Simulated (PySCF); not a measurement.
Removing an electron from Ta(NH)(NH2)3

Ta(NH)(NH2)3 (singlet state).
Geometry (PBE0-D3(BJ)/def2-SVP, Å), atoms numbered from 1 in this order:
```
atom  x, y, z in Å
Ta1    0.0061   -0.0031    0.1796
N2     0.0162    0.0090    1.9484
H3     0.0240    0.0119    2.9597
N4     1.9099   -0.0394   -0.4359
H5     2.2070   -0.0339   -1.4090
H6     2.7328   -0.0659    0.1577
N7    -0.9226    1.6586   -0.4420
H8    -1.2977    2.3941    0.1486
H9    -1.1033    1.8945   -1.4152
N10   -0.9690   -1.6432   -0.4229
H11   -1.0944   -1.9207   -1.3937
H12   -1.3933   -2.3446    0.1759
```

Level: PBE0/def2-SVPD (PySCF). Frontier orbitals with their largest atomic shares (Löwdin; up to four atoms above 4 %):

| orbital | ε (eV) | main atoms |
| --- | --- | --- |
| HOMO−3 | -7.93 | N10 26 %, N7 26 %, Ta1 22 %, N2 12 % |
| HOMO−2 | -7.29 | N2 50 %, Ta1 20 %, N10 9 %, N7 6 % |
| HOMO−1 | -7.28 | N2 50 %, Ta1 19 %, N4 9 %, N7 6 % |
| HOMO | -6.64 | ? |
| LUMO | -0.08 | Ta1 51 %, H11 7 %, H5 6 %, H9 6 % |
| LUMO+1 | 0.38 | Ta1 53 %, N10 9 %, N2 8 %, H11 6 % |
| LUMO+2 | 0.39 | Ta1 56 %, N2 12 %, N10 10 %, N7 7 % |

**Question.** What vertical ionisation energy does ΔSCF give, and how far is −ε(HOMO) from it?

**Answer.** ΔSCF: 8.40 eV (810 kJ/mol; threshold wavelength 148 nm); ⟨S²⟩ of the doublet left behind is 0.792, against 0.75 for a pure doublet. −ε(HOMO) is 6.64 eV, 1.76 eV below it. In exact Kohn–Sham theory the two would be equal; PBE0 (global hybrid, 25 % exact exchange) falls short of its own ΔSCF value by 21 %.

**Question.** On which atoms does the HOMO lie?

**Answer.** N7 (nitrogen bonded to Ta and 2 H) 27 %, N4 (nitrogen bonded to Ta and 2 H) 27 %, N10 (nitrogen bonded to Ta and 2 H) 26 %, so no atom holds as much as 40 %. The HOMO−1 lies 0.64 eV lower.

**Question.** With α = 77.9 au, estimate the like-pair dispersion coefficient by London's formula C6 = (3/4)α²I.

**Answer.** I = 0.3087 Eh, so C6 ≈ 1410 au, a rough estimate.

**Question.** Shift the occupied levels rigidly so that −ε(HOMO) equals the ΔSCF value. What binding energies result?

**Answer.** The shift is +1.76 eV: HOMO 8.40, HOMO−1 9.04, HOMO−2 9.05, HOMO−3 9.69 eV. A rigid shift is only a rough guide to the deeper ionisations.

Isolated species at its PBE0-D3(BJ)/def2-SVP geometry, gas phase. Atoms past krypton carry effective core potentials; spin–orbit coupling is left out.
